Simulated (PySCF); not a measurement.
Correlation energy of F⁻ (fluorine, charge -1)

[Ne], closed-shell 1S. Calculation: PySCF 2.14, in aug-cc-pCVTZ-DK with one added diffuse shell each of s, p, d, f type (8s7p5d3f, 75 functions); scalar relativity by spin-free X2C-1e. Frozen: 1s2; 8 electrons correlated.

```
  level  correlation energy (mhartree)
   CCSD                        -294.08
    (T)                         -10.84
CCSD(T)                        -304.92
```

Diagnostics: T1 = 0.022, D1 = 0.0363, largest double amplitude 0.035.

Cost of the coupled-cluster step: of the order of 2 core-seconds, for 8 correlated electrons.

Iterations:

```
CC2 = 0
CCSD nocc = 4, nmo = 74
frozen orbitals [0]
max_cycle = 100
direct = 0
conv_tol = 1e-08
conv_tol_normt = 1e-06
diis_space = 8
diis_start_cycle = 0
Init t2, MP2 energy = -99.8387669403498  E_corr(MP2) -0.301476282864199
Init E_corr(CCSD) = -0.301476282865161
cycle = 1  E_corr(CCSD) = -0.284822517413052  dE = 0.0166537655  norm(t1,t2) = 0.0656107
cycle = 2  E_corr(CCSD) = -0.295567286294941  dE = -0.0107447689  norm(t1,t2) = 0.0322647
cycle = 3  E_corr(CCSD) = -0.293832501396015  dE = 0.0017347849  norm(t1,t2) = 0.0293367
cycle = 4  E_corr(CCSD) = -0.293790285056622  dE = 4.22163394e-05  norm(t1,t2) = 0.00614073
cycle = 5  E_corr(CCSD) = -0.294074245365116  dE = -0.000283960308  norm(t1,t2) = 0.00456151
cycle = 6  E_corr(CCSD) = -0.294123438784526  dE = -4.91934194e-05  norm(t1,t2) = 0.0013291
cycle = 7  E_corr(CCSD) = -0.294108004614887  dE = 1.54341696e-05  norm(t1,t2) = 0.000740707
cycle = 8  E_corr(CCSD) = -0.294077901017325  dE = 3.01035976e-05  norm(t1,t2) = 0.000308942
cycle = 9  E_corr(CCSD) = -0.29407737552408  dE = 5.25493245e-07  norm(t1,t2) = 9.90377e-05
cycle = 10  E_corr(CCSD) = -0.294084976264707  dE = -7.60074063e-06  norm(t1,t2) = 1.75609e-05
cycle = 11  E_corr(CCSD) = -0.294084707500272  dE = 2.68764435e-07  norm(t1,t2) = 7.62511e-06
cycle = 12  E_corr(CCSD) = -0.294084736102864  dE = -2.86025922e-08  norm(t1,t2) = 2.65357e-06
cycle = 13  E_corr(CCSD) = -0.29408481279364  dE = -7.66907765e-08  norm(t1,t2) = 6.38899e-07
cycle = 14  E_corr(CCSD) = -0.294084810147494  dE = 2.64614586e-09  norm(t1,t2) = 1.84046e-07
CCSD converged
E(CCSD) = -99.83137546763314  E_corr = -0.2940848101474944
CCSD(T) correction = -0.0108388520641375
```
